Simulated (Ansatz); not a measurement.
Coupled-cluster run, C2H10AlNSi, SMILES `C[CH]([SiH3])[AlH][NH2]`.

```yaml
crystal:
  periodic: [false, false, false]
  atoms:
    - {symbol: C, position_ang: [-1.112000, -0.434152, 1.036440]}
    - {symbol: C, position_ang: [0.218219, 0.246374, 0.678732]}
    - {symbol: Si, position_ang: [1.647223, -0.951351, 0.777995]}
    - {symbol: Al, position_ang: [0.190948, 1.154057, -1.056971]}
    - {symbol: N, position_ang: [-1.208552, 0.905480, -2.108875]}
    - {symbol: H, position_ang: [-1.346987, -1.240518, 0.334925]}
    - {symbol: H, position_ang: [-1.092241, -0.881659, 2.035862]}
    - {symbol: H, position_ang: [-1.953749, 0.264151, 1.013356]}
    - {symbol: H, position_ang: [0.454032, 1.031542, 1.413257]}
    - {symbol: H, position_ang: [1.489121, -2.029988, -0.240933]}
    - {symbol: H, position_ang: [2.942172, -0.262838, 0.515396]}
    - {symbol: H, position_ang: [1.728602, -1.611189, 2.113618]}
    - {symbol: H, position_ang: [1.346284, 2.109900, -1.570658]}
    - {symbol: H, position_ang: [-1.319209, 1.320372, -3.019936]}
    - {symbol: H, position_ang: [-2.005663, 0.329020, -1.892708]}
basis:
  gaussian: {orbitals: def2-TZVPP}
correlation: {method: ccsd_t}
```

```sh
$ ansatz run in.yaml --threads 4 --pin off --events-out ev --progress --plain --max-ram 10444MiB
```

Log, shortened:

```
Functional definition: HF
1820 factors; integrals over basis functions are off by at most 1.4e-3 eV
mean field evaluation 1: about -18143.1238 eV, gradient 4.8e1 eV
mean field evaluation 2: about -18143.3158 eV, gradient 4.8e1 eV
mean field evaluation 4: about -18149.0082 eV, gradient 4.3e0 eV
mean field evaluation 8: about -18149.0924 eV, gradient 2.6e-1 eV
mean field -18149.09265562 eV, -666.9668531972 hartree, gradient 2.1e-6 eV, S^2 0.000000; 0 other end points of the search recorded, 0 dependent functions left out
13 core orbitals not correlated: weight in the atoms' cores, before any rotation towards them, 1.000 or more for the frozen orbitals, at most 0.000 for the correlated occupied ones
reference -18149.09265562 eV, -666.9668531972 hartree; 15, 15 occupied and 289, 289 virtual orbitals, 1820 factors
second order -21.28495335 eV of doubles, -0.00000000 eV of singles
cycle   1  -22.26671868 eV  change   -9.8e-1 eV  update   9.8e-2
cycle   2  -22.86236446 eV  change   -6.0e-1 eV  update   3.0e-2
cycle   3  -22.95063721 eV  change   -8.8e-2 eV  update   1.3e-2
cycle   4  -22.94316126 eV  change    7.5e-3 eV  update   3.6e-3
cycle   5  -22.94277017 eV  change    3.9e-4 eV  update   1.8e-3
cycle   6  -22.94281051 eV  change   -4.0e-5 eV  update   5.5e-4
cycle   7  -22.94261821 eV  change    1.9e-4 eV  update   2.1e-4
cycle   8  -22.94264604 eV  change   -2.8e-5 eV  update   7.4e-5
cycle   9  -22.94266121 eV  change   -1.5e-5 eV  update   2.3e-5
perturbative correction -0.86677522 eV, -0.0318534019 hartree
Total energy: -18172.90209205 eV, -667.8418338475 hartree
```

Run time 15 min (4 threads of an Arm Neoverse V2 on a shared host); peak host memory 4.4 GiB.

The correlation energy is -23.809 eV, 3.6 % of it from (T); the T1 diagnostic reads 0.0110.
